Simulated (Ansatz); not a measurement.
Two isomers of C2H6GeS: A = `C[C](=S)[GeH3]`, B = `C=[C](S)[GeH3]`.

Gas-phase electronic energies from Ansatz, PBE0-D4/def2-TZVP geometries. CCSD(T)/CBS adds triple-zeta CCSD(T) − MP2 to the extrapolated MP2 energy (def2 sets, frozen cores). Functionals use def2-TZVPP. B3LYP here is the variant with VWN-RPA as its local correlation; programs differ in this. For Ge outer-core shells are correlated without core-valence functions, which leaves a few kJ/mol of doubt a bond. Scalar relativity is left out up to krypton. Each species was taken in one conformer, which may not be the lowest.

A:

Z-matrix (Å, degrees):
```
C
C 1 1.490
H 1 1.096 2 110.0
H 1 1.090 2 111.7 3 -121.9
H 1 1.096 2 109.9 3 116.4
S 2 1.615 1 123.4 3 122.2
Ge 2 1.976 1 116.5 3 -57.7
H 7 1.541 2 108.8 1 -57.8
H 7 1.530 2 109.4 1 -179.1
H 7 1.541 2 108.7 1 59.7
```

B:

Z-matrix (Å, degrees):
```
Ge
C 1 1.947
H 1 1.539 2 108.7
H 1 1.537 2 109.8 3 -118.6
H 1 1.536 2 108.8 3 120.2
S 2 1.758 1 118.2 3 55.0
C 2 1.332 1 121.4 3 -129.3
H 6 1.342 2 97.7 1 -22.7
H 7 1.087 2 122.4 1 -179.1
H 7 1.084 2 120.8 1 0.5
```

Problem. Which is lower in electronic energy at CCSD(T)/CBS, and by how much? (An estimate is asked.)

Solution. Computed: A, by 1.2 kcal/mol.

Problem. Give E(B) − E(A) in kcal/mol with MP2/def2-TZVPP, HF/def2-TZVPP, PBE0-D4, CCSD/def2-TZVPP, ωB97M-V, B3LYP-D4, CCSD(T)/def2-TZVPP. (Best estimate.)

Solution. Computed: MP2/def2-TZVPP 1.7, HF/def2-TZVPP -0.1, PBE0-D4 0.8, CCSD/def2-TZVPP 0.8, ωB97M-V 0.8, B3LYP-D4 1.0, CCSD(T)/def2-TZVPP 1.3. None reverses the order clearly.

Largest T1 diagnostic: 0.014.

In def2-TZVPP, CCSD(T) changes the Hartree–Fock value by +1.4 kcal/mol (the triples alone add +0.5 kcal/mol) and MP2 by +1.7 kcal/mol.
